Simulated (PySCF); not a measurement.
# Excitation energy of Tc²⁺ by level of theory

Tc²⁺ [Kr] 4d5 (6S) → Tc²⁺ [Kr] 4d4 5s1 (6D), as a difference of total energies. All numbers are calculated (PySCF 2.14, scalar relativity through the core potential, in aug-cc-pwCVDZ-PP with ECP28MDF). Correlated levels: valence and next inner shell: nothing frozen outside the core potential. The calculations carry no spin-orbit coupling.

```tsv
method	excitation energy (cm⁻¹)
UHF	46452
MP2 (valence and next inner shell)	45465
SCS-MP2 (valence and next inner shell)	45246
CCSD (valence and next inner shell)	44894
CCSD(T) (valence and next inner shell)	44762
```
